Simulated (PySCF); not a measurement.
## Static response to an electric field

GeCl2.
Geometry (PBE0-D3(BJ)/def2-SVP, Å), atoms numbered from 1 in this order:
```xyz
3
GeCl2 angstrom
Ge     0.0039   -0.0066   -0.9437
Cl     1.6688   -0.0135    0.4787
Cl    -1.6727    0.0201    0.4650
```

Level: B3LYP/def2-SVPD (PySCF), static field, nuclei fixed, core orbitals frozen in the response. The polarisability tensor in these axes (au):

```
x   77.17 -0.32  0.06
y   -0.32 45.24  0.11
z    0.06  0.11 61.23
```

Problem. What are the eigenvalues, a third of the trace, and Δα (Δα² = ½Σ(αi − αj)² over the three pairs)?

Solution. Principal values 45.24, 61.23 and 77.17 au; mean 61.21 au = 9.07 Å³ = 10.09 × 10⁻⁴⁰ C²·m²/J; Δα = 27.65 au (45 % of the mean).

Problem. What is the dipole moment, and where does it point?

Solution. (0.01, -0.02, -2.15) D, 2.15 D in size, pointing from the negative to the positive side. Measured along this direction, the outermost atoms are Cl3 and Cl2 at the negative end and Ge1 at the positive end.

Problem. Rayleigh depolarisation ratio (linearly polarised light, static tensor)?

Solution. ρ = 3Δα²/(45ᾱ² + 4Δα²) = 2294.2/(168625 + 3059.0) = 0.0134.

Problem. What molar refraction does this α imply?

Solution. Lorentz–Lorenz: R = (4π/3)N_A α = 2.5225 cm³/(mol·Å³) × 9.07 Å³ = 22.9 cm³/mol, in the limit of long wavelengths.

Problem. Sum over states: ᾱ = Σ f/ω², ω in Eh. What share falls to these 15 lowest TDDFT singlets (eV, f)? 3.86, 0.0170; 4.19, 0.0000; 4.99, 0.0321; 5.45, 0.0099; 5.72, 0.0046; 6.32, 0.0000; 6.60, 0.1796; 6.68, 0.0767; 6.97, 0.0518; 7.23, 0.0000; 7.30, 0.0153; 7.34, 0.3156; 7.68, 0.0001; 7.94, 0.0030; 7.96, 0.0000.

Solution. They add up to 11.85 au, 19.4 % of the 61.21 au; the largest single term is 4.33 au, from the state at 7.34 eV. Terms in order: 0.84, 0.00, 0.95, 0.25, 0.10, 0.00, 3.06, 1.27, 0.79, 0.00, 0.21, 4.33, 0.00, 0.04, 0.00 au. Higher excitations give the rest. The strengths listed sum to 0.706.

Problem. Find the Langevin capture rate constant for H3O+ (19.018 u) meeting this molecule (143.859 u), k = 2.342 × 10⁻⁹ cm³/s × √(α in Å³ / reduced mass in u).

Solution. The reduced mass is 16.80 u, so k = 1.72 × 10⁻⁹ cm³/s. The formula leaves out the permanent dipole, which adds to the capture rate.

Isolated species at its PBE0-D3(BJ)/def2-SVP geometry, gas phase. The calculation is non-relativistic, for germanium too.
